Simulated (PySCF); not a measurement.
WH₄: breathing scan

Computed with UPBE0/[W def2-TZVP with ECP60, H def2-TZVP], scalar-relativistic core potentials, density fitting, no spin–orbit coupling, PySCF.

Rigid scan from the triplet minimum (W–H 1.704 Å (×4); H–W–H 109.5° (×6)). Coordinate: all bonds to the central atom scaled together. Energies in kJ/mol from the minimum.

```
scale of all bonds to the centre  E (kJ/mol)  ⟨S²⟩
                            0.88       161.3  2.01
                            0.92        65.4  2.01
                            0.96        15.0  2.02
                            1.00         0.0  2.02
                            1.04        12.4  2.03
                            1.08        45.7  2.04
                            1.14       123.7  2.07
                            1.22       259.5  2.15
                            1.35       501.0  2.64
```

Spin contamination is strong at 1.35, so these points are less reliable.

Open d and f shells are described by one determinant, and the ground state may have another occupation or spin. Spin–orbit coupling, left out here, can matter for elements this heavy.

Other isomers or separated fragments may lie lower.
